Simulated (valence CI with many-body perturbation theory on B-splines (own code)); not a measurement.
# Level structure of Pt²⁸⁺

Calculated by relativistic CI+MBPT: four valence electrons over a frozen Dirac-Fock core [Kr] 4d10, a basis of 7 s, 7 p, 7 d, 7 f, 4 g, 2 h functions for each j, with the one-electron correlation potential Σ1, the two-electron term Σ2, the three-electron term Σ3, Breit, model QED; selected CI, second order for the rest, scaled by the run's own slope (own B-spline code, finite nucleus).

The last digits are not significant, and no measured levels were compared; by estimate large intervals hold to a few tenths of a per cent, small ones and those within an open d or f shell to about a per cent. Excitations out of the core, of the other parity, are not computed and may begin above about 181 eV (a cautious bound); beyond it only levels of the ground parity were kept, without lifetimes.

Levels 46 to 90 of 200, with energies above the lowest level, (4f5/2^4) J=4. "Leading %" is the weight of the configuration and term that name the level; weights of strongly mixed levels are sums over their largest components and can fall short. In the jj column 3d3/2^4 stands for four electrons in 3d with j = 3/2.

```
No.  Configuration  Term   J  E (cm⁻¹)  Leading %              Leading jj      g
 46            4f⁴    ⁵D   4    141950         39  4f5/2^2 4f7/2^2 (82 %)  1.152
 47            4f⁴    ³K   6    143100         32    4f5/2 4f7/2^3 (38 %)  1.030
 48            4f⁴    ³G   5    143730         30    4f5/2 4f7/2^3 (60 %)  1.087
 49            4f⁴    ³D   1    144260         55    4f5/2 4f7/2^3 (96 %)  0.817
 50            4f⁴    ³F   2    144350         40    4f5/2 4f7/2^3 (81 %)  1.153
 51            4f⁴    ³L   9    145310         63    4f5/2 4f7/2^3 (98 %)  1.071
 52            4f⁴    ³H   5    147140         66  4f5/2^2 4f7/2^2 (82 %)  1.065
 53            4f⁴    ³F   3    149490         60    4f5/2 4f7/2^3 (77 %)  1.125
 54            4f⁴    ³H   4    153100         45    4f5/2^3 4f7/2 (47 %)  0.941
 55            4f⁴    ³G   3    158010         58  4f5/2^2 4f7/2^2 (56 %)  0.953
 56            4f⁴    ³K   6    158100         29  4f5/2^2 4f7/2^2 (46 %)  1.009
 57            4f⁴    ³G   4    160550         56  4f5/2^2 4f7/2^2 (56 %)  1.057
 58            4f⁴    ³G   5    163540         57    4f5/2 4f7/2^3 (49 %)  1.116
 59            4f⁴    ¹G   4    163830         40    4f5/2 4f7/2^3 (48 %)  0.987
 60            4f⁴    ³F   2    165620         69  4f5/2^2 4f7/2^2 (57 %)  0.816
 61            4f⁴    ¹K   7    166320         41    4f5/2 4f7/2^3 (73 %)  1.041
 62            4f⁴    ³K   8    166560         54  4f5/2^2 4f7/2^2 (92 %)  1.063
 63            4f⁴    ³P   0    167150         49  4f5/2^2 4f7/2^2 (67 %)       
 64            4f⁴    ³K   8    168000         36          4f7/2^4 (73 %)  1.045
 65            4f⁴    ³I   5    169960         49  4f5/2^2 4f7/2^2 (39 %)  0.962
 66            4f⁴    ³K   7    170010         53  4f5/2^2 4f7/2^2 (79 %)  1.042
 67            4f⁴    ³H   6    171330         45    4f5/2 4f7/2^3 (59 %)  1.080
 68            4f⁴    ¹D   2    171780         65    4f5/2 4f7/2^3 (72 %)  1.018
 69            4f⁴    ³F   4    175970         42    4f5/2 4f7/2^3 (66 %)  1.160
 70            4f⁴    ¹N  10    176920         80    4f5/2 4f7/2^3 (73 %)  1.017
 71            4f⁴    ³F   4    180730         45    4f5/2 4f7/2^3 (40 %)  1.169
 72            4f⁴    ³F   3    181750         65    4f5/2 4f7/2^3 (43 %)  1.082
 73            4f⁴    ³H   6    185350         53    4f5/2 4f7/2^3 (50 %)  1.083
 74            4f⁴    ³G   5    188780         41    4f5/2 4f7/2^3 (43 %)  1.075
 75            4f⁴    ³P   1    189620         76  4f5/2^2 4f7/2^2 (60 %)  1.383
 76            4f⁴    ¹D   2    191450         38          4f7/2^4 (83 %)  1.050
 77            4f⁴    ³I   6    195520         49  4f5/2^2 4f7/2^2 (60 %)  1.020
 78            4f⁴    ³G   3    195570         59    4f5/2 4f7/2^3 (50 %)  0.912
 79            4f⁴    ³G   4    197420         44    4f5/2 4f7/2^3 (52 %)  1.005
 80            4f⁴    ³H   5    201520         43    4f5/2 4f7/2^3 (30 %)  1.015
 81            4f⁴    ¹L   8    202650         53    4f5/2 4f7/2^3 (91 %)  1.052
 82            4f⁴    ³D   2    203710         50  4f5/2^2 4f7/2^2 (56 %)  1.258
 83            4f⁴    ³G   5    208470         67    4f5/2 4f7/2^3 (55 %)  1.117
 84            4f⁴    ³G   3    209750         47  4f5/2^2 4f7/2^2 (53 %)  0.992
 85            4f⁴    ³I   7    211060         76    4f5/2 4f7/2^3 (89 %)  1.109
 86            4f⁴    ¹D   2    215420         46    4f5/2 4f7/2^3 (55 %)  1.078
 87            4f⁴    ³F   4    215580         39          4f7/2^4 (46 %)  1.083
 88            4f⁴    ¹I   6    227620         47  4f5/2^2 4f7/2^2 (43 %)  1.046
 89            4f⁴    ¹G   4    229030         47  4f5/2^2 4f7/2^2 (56 %)  1.010
 90            4f⁴    ¹F   3    235730         55    4f5/2 4f7/2^3 (77 %)  1.125
```

Where two levels of one J and parity lie close, their mixing, g and order are uncertain.
